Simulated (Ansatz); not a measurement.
The same group exchange along the group F, Cl, Br, I.

Isolated molecules relaxed with PBE0-D4/def2-TZVP in Ansatz; ΔE leaves out vibrations. CCSD(T)/CBS adds triple-zeta CCSD(T) − MP2 to the extrapolated MP2 energy (def2 sets, frozen cores). This one scheme is used for every species. DFT in def2-TZVPP. def2 core potentials past Kr. For Br, Ge, I, Te outer-core shells are correlated without core-valence functions, which leaves a few kJ/mol of doubt a bond. Scalar relativity is left out up to krypton.

```json
{"reaction": "fluoromethane + `[GeH3][TeH]` → `[CH3][GeH2][TeH]` + H–F", "LDA (SPW92) (kJ/mol)": "-83", "ωB97M-V (kJ/mol)": "-82", "B2PLYP (kJ/mol)": "-80", "CCSD/CBS(def2) (kJ/mol)": "-92"}
{"reaction": "`CCl` + `[GeH3][TeH]` → `[CH3][GeH2][TeH]` + HCl", "LDA (SPW92) (kJ/mol)": "-58", "ωB97M-V (kJ/mol)": "-58", "B2PLYP (kJ/mol)": "-57", "CCSD/CBS(def2) (kJ/mol)": "-63"}
{"reaction": "`CBr` + `[GeH3][TeH]` → `[CH3][GeH2][TeH]` + HBr", "LDA (SPW92) (kJ/mol)": "-51", "ωB97M-V (kJ/mol)": "-49", "B2PLYP (kJ/mol)": "-47", "CCSD/CBS(def2) (kJ/mol)": "-53"}
{"reaction": "`CI` + `[GeH3][TeH]` → `[CH3][GeH2][TeH]` + HI", "LDA (SPW92) (kJ/mol)": "-42", "ωB97M-V (kJ/mol)": "-40", "B2PLYP (kJ/mol)": "-37", "CCSD/CBS(def2) (kJ/mol)": "-39"}
```

**Question.** Give the CCSD(T)/CBS values in the same order. (An estimate is asked.)

**Answer.** The calculation gave: -95, -64, -53, -38 kJ/mol.

Largest T1 diagnostic: 0.011, for `[GeH3][TeH]`.
